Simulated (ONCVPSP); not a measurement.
# palladium (Pd): one change to an ONCV potential, before and after

palladium, optimised norm-conserving Vanderbilt (ONCV), made with ONCVPSP 4.0.1 (PBE, scalar-relativistic). Core [Ar] 3d10, reference 4s2 4p6 4d10. Waves: 4s: rc 1.65 bohr, ncon 4, nbas 7, qcut 5.8 1/bohr, 2 projectors, debl 3.7 Ha; 4p: rc 1.65 bohr, ncon 4, nbas 7, qcut 7.7 1/bohr, 2 projectors, debl 3.1 Ha; 4d: rc 1.50 bohr, ncon 4, nbas 9, qcut 10.1 1/bohr, 2 projectors, debl 2.8 Ha. Local part: polynomial inside 1.20 bohr (lpopt 5, dvloc0 0 Ha). Core correction: polynomial model core, fcfact 0.5.

Change: s: rc 1.24.

Cutoffs: the cutoffs (Ha) at which the residual kinetic energy of the hardest occupied pseudo-wave falls to 1 and 0.1 mHa per electron; they do not see the model core or the augmentation charge, which bear on the density cutoff. Errors are all-electron minus pseudo energies relative to the spin-unpolarised reference configuration.

Problem. Predict the effect on cutoff, ghosts and configuration errors.

Solution. The potential gets harder (31 Ha and 37 Ha → 75 Ha and 89 Ha); the errors of the 3 common tests hardly move; neither file shows a bound ghost. A smaller radius makes the pseudo-wave follow the all-electron one further in, where it bends more sharply, so more plane waves are needed.

```tsv
quantity	base	changed
cutoff, loose	31 Ha	75 Ha
cutoff, tight	37 Ha	89 Ha
loose cutoff by channel	s 13 Ha, p 18 Ha, d 31 Ha	s 75 Ha, p 18 Ha, d 31 Ha
bound ghosts	none	none
GHOST(+) flags under 300 eV	none	none
tests with a reliable result	3 of 4	3 of 4
error for 4s2 4p6 4d9, meV [ΔE 9.12 eV]	-0.1	-0.1
error for 4s2 4p6 4d8, meV [ΔE 29.93 eV]	-2.0	-2.0
error for 4s2 4p6 4d9 5s1, meV [ΔE 1.50 eV]	-0.1	+0.1
p: phases at 1.68 bohr within 0.05 rad from the reference energy up to (Ha; the scan ends near 5)	to the end of the scan	to the end of the scan
d: phases at 1.52 bohr within 0.05 rad from the reference energy up to (Ha; the scan ends near 5)	to the end of the scan	to the end of the scan
rms error of d²Exc/dni dnj with the model core, mHa	2.73	1.70
```
